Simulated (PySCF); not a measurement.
Several structures and their simulated spectra, in scrambled order.

A. SMILES CC(=O)C1=C(O[SiH2]O)[C@H]1F
B. SMILES C/C=C/C(C)(C)[SiH3]
C. `CO[C@@H]1OC[C@@H]1C(Cl)(Cl)Cl`

Spectrum 1. ¹³C{¹H} NMR (computed): δ 146.6 (CH), 128.4 (CH), 27.8 (C), 26.9 (CH3), 22.8 (CH3).

Spectrum 2. ¹³C{¹H} NMR (computed): δ 195.8 (C), 162.4 (C), 94.0 (C), 71.7 (CH), 32.0 (CH3).

Spectrum 3. ¹³C{¹H} NMR (computed): δ 120.2 (C), 107.2 (CH), 72.0 (CH2), 60.2 (CH), 55.1 (CH3).

[PySCF 2.14.0 with density-fitted response routines: GIAO PBE0/pcSseg-1 shieldings; coordinates at the GFN2-xTB level; one averaged value for each set of equivalent atoms; in vacuum; one computed conformer; non-relativistic Hamiltonian]

References, each an isolated molecule treated in the same way: ¹³C (σref 186.93) vs TMS. Splittings of carbon signals by F and P are missing where no couplings were computed. Shifts are as computed. Against solution values, carbons near 30 ppm lie about +3 ppm off and those near 130 ppm about +5 ppm; carbons on Cl a further +6 ppm. Of 1211 compounds with measured shifts, 218 miss one by over three times the rms of a fit or turn the order of signals round; such compounds aren't used in these exercises. Carbons bonded to Cl come out too deshielded.

Task: Which spectrum belongs to which compound?

Result: 1–B, 2–A, 3–C.

- Spectrum 1 (B): 5 ¹³C signals; δC 146.6 is an alkene CH; δC 128.4 is an alkene CH.
- Spectrum 2 (A): 5 ¹³C signals; δC 195.8 is a ketone carbonyl carbon; δC 162.4 is an alkene carbon bearing oxygen.
- Spectrum 3 (C): 5 ¹³C signals; δC 120.2 is a fully substituted sp3 carbon bonded to 3 Cl; δC 107.2 is an sp3 carbon bearing two oxygens.
